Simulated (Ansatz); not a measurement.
```yaml
crystal:
  periodic: [false, false, false]
  atoms:
    - {symbol: C, position_ang: [1.110696, -0.906809, -1.811681]}
    - {symbol: C, position_ang: [-0.238049, -1.561440, -1.521260]}
    - {symbol: C, position_ang: [-0.989925, -0.813038, -0.462947]}
    - {symbol: C, position_ang: [-0.917915, -1.038836, 0.929684]}
    - {symbol: C, position_ang: [-1.640483, -0.019764, 1.582893]}
    - {symbol: C, position_ang: [-2.171920, 0.839032, 0.597568]}
    - {symbol: C, position_ang: [-1.770861, 0.349519, -0.663209]}
    - {symbol: Sc, position_ang: [0.276625, 1.083644, 0.460132]}
    - {symbol: C, position_ang: [1.894072, 0.427833, 1.813486]}
    - {symbol: O, position_ang: [0.648317, 2.734576, -0.330015]}
    - {symbol: H, position_ang: [0.982096, 0.118833, -2.179274]}
    - {symbol: H, position_ang: [1.740340, -0.883170, -0.912557]}
    - {symbol: H, position_ang: [1.677859, -1.444833, -2.574669]}
    - {symbol: H, position_ang: [-0.831044, -1.604842, -2.438962]}
    - {symbol: H, position_ang: [-0.081801, -2.594049, -1.198452]}
    - {symbol: H, position_ang: [-0.375509, -1.839714, 1.411194]}
    - {symbol: H, position_ang: [-1.768931, 0.080032, 2.651680]}
    - {symbol: H, position_ang: [-2.784214, 1.712296, 0.773622]}
    - {symbol: H, position_ang: [-2.004606, 0.796721, -1.619945]}
    - {symbol: H, position_ang: [2.153540, -0.636774, 1.776904]}
    - {symbol: H, position_ang: [1.592108, 0.627398, 2.852958]}
    - {symbol: H, position_ang: [2.814836, 0.998793, 1.639596]}
    - {symbol: H, position_ang: [0.684788, 3.574613, -0.776747]}
basis:
  gaussian: {orbitals: def2-SVP, fitting: {mean_field: def2-universal-jkfit}}
hamiltonian: {xc: {name: B3LYP5}}
scf: {lower_state_search: light}
```

```sh
$ ansatz run in.yaml --threads 4 --pin off --events-out ev --progress --plain --max-ram 66560MiB --backend cpu
```

Output, abridged:

```
Functional definition: B3LYP5
1175 factors; integrals over basis functions are off by at most 2.3e-1 eV
mean field evaluation 1: about -31213.9726 eV, gradient 1.0e2 eV
mean field evaluation 2: about -31025.8273 eV, gradient 3.3e2 eV
mean field evaluation 4: about -31236.9000 eV, gradient 2.8e1 eV
mean field evaluation 8: about -31238.7874 eV, gradient 4.9e-1 eV
mean field evaluation 16: about -31238.7802 eV, gradient 8.3e-4 eV
mean field -31238.78015255 eV, -1148.0039962006 hartree, gradient 4.4e-5 eV, S^2 0.000000; 0 other end points of the search recorded, 0 dependent functions left out
reference -31238.78052323 eV, -1148.0040098227 hartree; 45, 45 occupied and 177, 177 virtual orbitals, 1175 factors
Total energy: -31238.78052323 eV, -1148.0040098227 hartree
```

Hardware: 4 threads of a server CPU on a shared host. Wall time 17 s, peak host memory 1.4 GiB.
